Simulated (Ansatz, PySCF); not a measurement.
Species: CH$_{2}$Cl$_{3}$Si, net charge 0, doublet state. It need not be the lowest isomer of its formula. 
Structure (B3LYP-D3(BJ)/def2-TZVP (Ansatz, a quantum-chemistry and plane-wave program) minimum search):
```xyz
7

C     -2.0911    -0.2217     0.0374
Si    -0.2839    -0.0336     0.0055
Cl     0.5294    -1.2719    -1.4065
Cl     0.2490     1.8930    -0.4555
Cl     0.5063    -0.4842     1.8392
H     -2.6700    -0.0064     0.9270
H     -2.6493    -0.5192    -0.8414
```
Charge 0, spin multiplicity 2.

Quantity: atomisation energy (electronic, to ground-state atoms), in eV. Cores are frozen in the correlated levels unless marked. Open shells are spin-unrestricted. Spin-orbit coupling is left out. Non-relativistic. The coupled-cluster limit lacks core correlation, which all-electron functionals hold. CBS(X,Y): correlation extrapolated as X^-3; Hartree-Fock from the larger set. The bracket is a focal-point correction in the basis named.

```
level                                                                 program  atomisation energy (eV)
-------------------------------------------------------------  --------------  -----------------------
HF/cc-pV(T+d)Z                                                         Ansatz                    18.77
HF-D4/def2-TZVPD                                                PySCF + dftd4                    19.61
PBE0-D4/def2-TZVP                                              Ansatz + dftd4                    24.98
PBE0-D4/def2-TZVPD                                             Ansatz + dftd4                    24.98
PBE0/def2-TZVPD                                                        Ansatz                    24.74
BHLYP/def2-TZVPD                                                       Ansatz                    23.64
wB97X-V/def2-TZVPD                                                     Ansatz                    24.86
MP2/6-31G*                                                             Ansatz                    22.51
SCS-MP2/STO-3G                                                         Ansatz                    23.93
RI-MP2/CBS(cc-pV(T+d)Z,cc-pV(Q+d)Z)+[CCSD(T)-MP2]/cc-pV(T+d)Z          Ansatz                    24.78
```
